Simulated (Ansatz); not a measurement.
A structure relaxed at PBE0-D4/def2-SVP in Ansatz, charge 0, singlet:

```xyz
17

B    -0.011    1.239    0.708
B     1.206    0.060    1.049
B    -0.412   -0.832   -1.084
B     0.976   -1.324   -0.054
B    -0.400   -0.524    0.655
B    -0.969    0.735   -0.541
S    -2.642    1.258   -1.044
H    -0.214    2.051    1.570
H     1.896    0.000    2.028
H    -1.029   -1.608   -1.758
H     1.356   -2.446    0.115
H    -1.126   -1.079    1.430
H    -2.574    2.492   -0.506
H     1.284    1.235    0.376
H     1.995   -0.511    0.053
H     0.900   -1.099   -1.355
H    -0.236    0.353   -1.641
```

Task: Give its formula, name or SMILES.

Result: nido-B6H10 (SH for H, site c on B) (B₆H₁₀S).

Task: Summarise the bond lengths by kind (pairs closer than 1.2 times the sum of covalent radii, bridged metal pairs left out).

Result: 10 × B–B 1.65 to 1.83 Å; 1 × B–S 1.82 Å; 12 × B–H 1.20 to 1.38 Å; 1 × H–S 1.35 Å.
